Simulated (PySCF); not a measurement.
**Correlation energy of Ti⁻ (titanium, charge -1)**

[Ar] 3d3 4s2, high-spin 4F determinant. All numbers are calculated (PySCF 2.14, the spin-free X2C one-electron Hamiltonian (Gaussian nucleus), in aug-cc-pwCVTZ-DK). Frozen: [Ar]; 5 electrons correlated.

MP2 pair energies summed by pair of shells (mhartree):

```tsv
pair	energy	share (%)
3d-3d	-24.31	48.3
3d-4s	-15.47	30.7
4s-4s	-10.57	21.0
```

Total MP2 correlation energy: -50.35 mhartree.

Same-spin part -33.92 and opposite-spin part -16.42 mhartree; SCS-MP2 scales them by 1/3 and 6/5 to -31.01 mhartree.

The Hartree-Fock reference does not bind the outermost electron (its level is positive or very diffuse), so these energies belong to a reference that the basis holds together.
